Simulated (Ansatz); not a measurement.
Basis-set series for C$_{2}$H$_{4}$BClO (`BC(=O)CCl`). Total charge 0; spin multiplicity 1. All single points use the PBE0-D4/def2-TZVP geometry. It is one conformer, not always the lowest.

| functional | basis | functions | energy (Eh) | HOMO (eV) | LUMO (eV) |
| --- | --- | --- | --- | --- | --- |
| PBE0-D4 | def2-SVP | 94 | -638.21435 | -7.14 | -0.85 |
| PBE0-D4 | def2-TZVPP | 222 | -638.57657 | -7.27 | -1.05 |
| ωB97M-V | def2-SVP | 94 | -638.47291 | -9.47 | 1.32 |
| ωB97M-V | def2-TZVPP | 222 | -638.84171 | -9.63 | 0.94 |

(1) Give the rows for def2-QZVPP. (An estimate is asked.)

Answers

(1) Ansatz gave: 
| functional | basis | functions | energy (Eh) | HOMO (eV) | LUMO (eV) |
| --- | --- | --- | --- | --- | --- |
| PBE0-D4 | def2-QZVPP | 418 | -638.59990 | -7.31 | -1.12 |
| ωB97M-V | def2-QZVPP | 418 | -638.86382 | -9.67 | 0.77 |

Positive LUMOs are unbound and depend on the basis.
